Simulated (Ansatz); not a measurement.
Abridged output of a molecular run in Ansatz:

```
Functional definition: HF
1022 factors; integrals over basis functions are off by at most 9.8e-4 eV
mean field evaluation 1: about -59601.8668 eV, gradient 3.5e1 eV
mean field evaluation 2: about -59602.0068 eV, gradient 3.5e1 eV
mean field evaluation 4: about -59604.7565 eV, gradient 3.2e0 eV
mean field evaluation 8: about -59604.8189 eV, gradient 4.0e-1 eV
mean field evaluation 16: about -59604.8203 eV, gradient 1.4e-6 eV
mean field -59604.82025582 eV, -2190.4367428031 hartree, gradient 1.4e-6 eV, S^2 0.000000; 0 other end points of the search recorded, 0 dependent functions left out
11 core orbitals not correlated: weight in the atoms' cores, before any rotation towards them, 1.000 or more for the frozen orbitals, at most 0.000 for the correlated occupied ones
reference -59604.82025582 eV, -2190.4367428031 hartree; 14, 14 occupied and 141, 141 virtual orbitals, 1022 factors
second order -17.70042139 eV of doubles, -0.00000000 eV of singles
cycle   1  -17.53358765 eV  change    1.7e-1 eV  update   1.1e-1
cycle   2  -18.12488286 eV  change   -5.9e-1 eV  update   3.6e-2
cycle   3  -18.25403683 eV  change   -1.3e-1 eV  update   1.9e-2
cycle   4  -18.23792309 eV  change    1.6e-2 eV  update   4.9e-3
cycle   5  -18.23760740 eV  change    3.2e-4 eV  update   2.3e-3
cycle   6  -18.23862894 eV  change   -1.0e-3 eV  update   6.7e-4
cycle   7  -18.23834754 eV  change    2.8e-4 eV  update   3.0e-4
cycle   8  -18.23828418 eV  change    6.3e-5 eV  update   9.3e-5
cycle   9  -18.23831534 eV  change   -3.1e-5 eV  update   4.0e-5
cycle  10  -18.23830947 eV  change    5.9e-6 eV  update   1.4e-5
perturbative correction -0.72654693 eV, -0.0267001071 hartree
Total energy: -59623.78511221 eV, -2191.1336884208 hartree
```

Its atoms:

Cartesian coordinates in Å:
```
O -1.7330 0.7347 0.9388
C -0.7092 0.1113 0.9507
Ge 0.4775 -0.0695 -0.6569
H -0.3798 -0.4005 1.8863
H 0.6260 -1.5641 -0.9870
H -0.1460 0.6948 -1.8281
H 1.8644 0.4933 -0.3038
```

Which basis set was used?
A. def2-QZVPP
B. def2-SVPD
C. def2-TZVPP
D. cc-pV(Q+d)Z

C. It gives 166 functions.

Write the keys of the input that set method, charge and spin (a neutral closed shell needs none for the last two).


```yaml
correlation: {method: ccsd_t}
```
